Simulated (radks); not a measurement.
The numbers below are computed, except where a source is named.
Q: Radial electron density D(r) = 4 pi r^2 rho(r) of an atom or ion with 60.8 electrons. Code: a radial shooting solver on a logarithmic mesh with Libxc functionals. Model: scalar-relativistic Kohn-Sham, BLYP, spin-unpolarised, spherical densities, finite nucleus; Fermi nuclear charge, rms radius of each element as measured or else 0.836 A^(1/3) + 0.57 fm.

r (bohr)  D(r) (e/bohr)
0.002078          11.01
0.002419          13.87
0.002839          17.54
0.003305          21.75
0.003848          26.72
0.00448           32.46
0.005257          39.31
0.00612           46.45
0.007124          53.96
0.008361          61.86
0.009733          68.84
0.01133           74.70
0.0133            78.99
0.01548           80.79
0.01802           80.24
0.02115           77.57
0.02462           74.16
0.02866           71.57
0.03363           71.76
0.03916           76.08
0.04558           84.38
0.05349           95.25
0.06227           103.8
0.0725            106.8
0.08508           102.0
0.09904           92.01
0.1153            82.43
0.1342            79.17
0.1575            84.22
0.1834            91.56
0.2135            92.22
0.2505            79.96
0.2916            60.07
0.3395            42.80
0.3984            36.15
0.4638            39.28
0.54              43.00
0.6337            40.17
0.7377            31.46
0.8588            21.83
1.008             14.86
1.173             11.54
1.366             9.627
1.603             7.559
1.866             5.311
2.172             3.290
2.549             1.845
2.968             1.123
3.455            0.7903
4.022            0.6047
4.72             0.4318
5.495            0.2716
6.397            0.1420
7.507           0.05698
8.739           0.01874
10.17          0.004736
11.94         0.0008096
13.9          0.0001073

What is the nuclear charge?

A: Z = 61. The innermost maximum, from 1s, lies near gamma/Z bohr with gamma = sqrt(1 - (Z/c)^2) = 0.895, here 0.0147 bohr (found: 0.0161), and its height grows with Z. The density is that of the promethium ion Pm0.2+ in [Xe] 4f5 6s1.8; the configuration itself is not fixed sharply by these data, and Z only to a few units. D(r) has 4 maxima, at r = 0.0161, 0.0713, 0.200, 0.553 bohr, and minima at 0.0308, 0.132, 0.402 bohr, inside which lie 1.94, 11.17, 29.20 electrons.
